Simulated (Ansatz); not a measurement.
Consider the formal exchange of groups at a C–C bond: `[CH3][AlH][CH2]CCl` + `CBO` → `OBCCCl` + `[CH3][AlH][CH3]`.

Gas-phase electronic energies from Ansatz, PBE0-D4/def2-TZVP geometries. CCSD(T)/CBS adds triple-zeta CCSD(T) − MP2 to the extrapolated MP2 energy (def2 sets, frozen cores). DFT in def2-TZVPP. B3LYP here is the variant with VWN-RPA as its local correlation; programs differ in this. One conformer a species, not always the lowest.

```
             level  ΔE (kJ/mol)  difference from CCSD(T)/CBS
         r2SCAN-D4          0.1                          1.8
           PBE0-D4         -0.2                          1.5
          B3LYP-D4          0.1                          1.8
           ωB97M-V         -2.5                         -0.8
               PBE          1.4                          3.1
            r2SCAN          0.0                          1.7
              PBE0         -0.3                          1.4
    MP2/def2-TZVPP         -2.4                         -0.7
SCS-MP2/def2-TZVPP         -2.7                         -1.0
   CCSD/def2-TZVPP         -3.3                         -1.6
CCSD(T)/def2-TZVPP         -2.9                         -1.2
    MP2/def2-QZVPP         -1.6                          0.1
SCS-MP2/def2-QZVPP         -2.0                         -0.3
      HF/CBS(def2)         -3.4                         -1.7
     MP2/CBS(def2)         -1.2                          0.5
    CCSD/CBS(def2)         -2.1                         -0.4
       CCSD(T)/CBS         -1.7                            0
```

Largest T1 diagnostic among the species: 0.012.
